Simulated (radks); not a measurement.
The numbers below are computed, except where a source is named.
Isoelectronic series with 1 electrons, all held in the configuration 1s1, which need not be the ground one along the series. Level of theory: Dirac Kohn-Sham, PBEsol, spin-unpolarised, spherical densities, finite nucleus; Fermi nuclear charge, rms radius of each element as measured or else 0.836 A^(1/3) + 0.57 fm (a radial shooting solver on a logarithmic mesh with Libxc functionals). Total energies (hartree) and orbital eigenvalues (eV):

| ion | E (hartree) | 1s1/2 |
|---|---|---|
| H | -0.44990 | -6.3320 |
| He+ | -1.88056 | -38.6441 |
| Li2+ | -4.30987 | -98.0858 |
| Be3+ | -7.73941 | -184.7301 |
| B4+ | -12.17002 | -298.6064 |
| C5+ | -17.60252 | -439.7385 |
| N6+ | -24.03781 | -608.1518 |
| O7+ | -31.47698 | -803.8750 |
| F8+ | -39.92121 | -1026.941 |
| Ne9+ | -49.37190 | -1277.385 |
| Mg11+ | -71.29891 | -1860.581 |
| Al12+ | -83.77880 | -2193.428 |
| Si13+ | -97.27226 | -2553.845 |
| P14+ | -111.78150 | -2941.891 |
| S15+ | -127.30890 | -3357.630 |
| Cl16+ | -143.85700 | -3801.131 |
| Ar17+ | -161.42853 | -4272.466 |
